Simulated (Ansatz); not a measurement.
Ansatz results at the PBE0-D4/def2-TZVP geometry: HOMO–LUMO gap (PBE/def2-TZVPP) 3.18 eV; HOMO energy (ωB97M-V/def2-TZVPP) -8.94 eV; HOMO energy (PBE/def2-TZVPP) -5.18 eV.

Each molecule was computed in one conformer, which needn't be the lowest.

Task: Which molecule gave them?
A. `CC(C)(C)[O][Mg][O]C(C)(C)C`
B. `[NH2][Mg][N]([SiH3])[SiH3]`
C. `C[N](C)[Mg][NH2]`
D. `[SH][Mg][SH]`

Result: B. The others give `C[N](C)[Mg][NH2]`: 2.60, -7.66, -4.15; `CC(C)(C)[O][Mg][O]C(C)(C)C`: 3.89, -9.51, -5.66; `[SH][Mg][SH]`: 3.96, -9.49, -6.11.
